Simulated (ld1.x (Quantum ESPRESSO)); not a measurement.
**rhenium (Re), TM: configuration errors across variants**

| Quantity | Value |
| --- | --- |
| Element | rhenium |
| Generator | ld1.x (Quantum ESPRESSO) 7.5 |
| Type | norm-conserving Troullier–Martins (Kleinman–Bylander form) |
| Functional | BP86 |
| Relativity | scalar-relativistic |
| Frozen core | [Kr] 4d10 4f14 5s2 |
| Valence charge | 13 |
| Reference configuration | 5p6 5d5 6s0 6p0 (charge +2) |
| Partial waves | 6s (bound, empty): rc 1.20 bohr; 5p (bound): rc 1.15 bohr; 5d (bound): rc 1.65 bohr |
| Local potential | all-electron potential smoothed inside 1.35 bohr (lloc = -1) |
| Core correction | none |

All-electron excitation energies from the reference (eV): (1) 5p6 5d4 6s0 6p0 27.261; (2) 5p6 5d5 6s0 6p2 -15.991; (3) 5p6 5d5 6s0 6p1 -10.643; (4) 5p6 5d3 6s0 6p0 66.732.

For the base: The 6s radius (1.20 bohr) lies inside the outermost node of the all-electron wave (1.23 bohr), which a nodeless pseudo-wave cannot match soundly.

Tests that are not counted but printed errors over 1 eV. “base”: 5p6 5d5 6s2 6p0 (solver errors, printed error -989 eV); 5p5 5d5 6s2 6p0 (solver errors, printed error -261 eV); 1 more. “all radii scaled by about 0.88 (s 1.06, p 1.00, d 1.44 bohr); local potential all-electron potential smoothed inside 1.18 bohr (lloc = -1)”: 5p6 5d5 6s2 6p0 (solver errors, printed error -1463 eV); 5p5 5d5 6s2 6p0 (solver errors, printed error -1251 eV); 1 more. “all radii scaled by about 0.92 (s 1.10, p 1.06, d 1.52 bohr); local potential all-electron potential smoothed inside 1.24 bohr (lloc = -1)”: 5p6 5d5 6s2 6p0 (solver errors, printed error -1485 eV); 5p5 5d5 6s2 6p0 (solver errors, printed error -915 eV); 1 more. “all radii scaled by about 1.04 (s 1.24, p 1.20, d 1.72 bohr); local potential all-electron potential smoothed inside 1.40 bohr (lloc = -1)”: 5p6 5d5 6s2 6p0 (solver errors, printed error -1485 eV); 5p5 5d5 6s2 6p0 (solver errors, printed error -15.7 eV); 1 more. “all radii scaled by about 1.14 (s 1.36, p 1.30, d 1.88 bohr); local potential all-electron potential smoothed inside 1.54 bohr (lloc = -1)”: 5p5 5d5 6s2 6p0 (solver errors, printed error -1251 eV); 5p6 5d5 6s2 6p0 (solver errors, printed error -13.7 eV); 1 more.

A true bound ghost makes a file unfit for plane-wave use even where its test errors are small: the radial tests pick states by their node count and pass the ghost by. Where a test does run into it, the solver fails or the error is huge.

Errors AE − PS in meV (a dash: test not solved or not reliable):

```tsv
change	(1)	(2)	(3)	(4)	bound ghosts
base	-6.2	+60	+42	-29	s
all radii scaled by about 0.88 (s 1.06, p 1.00, d 1.44 bohr); local potential all-electron potential smoothed inside 1.18 bohr (lloc = -1)	-5.2	+117	+83	-24	s
all radii scaled by about 0.92 (s 1.10, p 1.06, d 1.52 bohr); local potential all-electron potential smoothed inside 1.24 bohr (lloc = -1)	-5.6	+93	+66	-26	s
all radii scaled by about 1.04 (s 1.24, p 1.20, d 1.72 bohr); local potential all-electron potential smoothed inside 1.40 bohr (lloc = -1)	-6.4	+53	+37	-30	s
all radii scaled by about 1.14 (s 1.36, p 1.30, d 1.88 bohr); local potential all-electron potential smoothed inside 1.54 bohr (lloc = -1)	-7.3	+4.1	+2.6	-35	s
all radii scaled by about 1.22 (s 1.46, p 1.40, d 2.02 bohr); local potential all-electron potential smoothed inside 1.66 bohr (lloc = -1)	-8.9	-87	-62	-42	s
all radii scaled by about 1.30 (s 1.56, p 1.50, d 2.14 bohr); local potential all-electron potential smoothed inside 1.76 bohr (lloc = -1)	-8.5	-330	-233	-45	s
all radii scaled by about 1.39 (s 1.66, p 1.60, d 2.28 bohr); local potential all-electron potential smoothed inside 1.88 bohr (lloc = -1)	-4.6	+366	+261	-13	s
```

(1) Give the same row for: all radii scaled by about 0.77 (s 0.92, p 0.88, d 1.26 bohr); local potential all-electron potential smoothed inside 1.04 bohr (lloc = -1).

Results:

(1) -3.6, +303, +219, -17; bound ghosts: s. Not counted: 5p5 5d5 6s2 6p0 (solver errors, printed error -261 eV); 5p6 5d5 6s2 6p0 (solver errors, printed error -13.7 eV); 1 more.
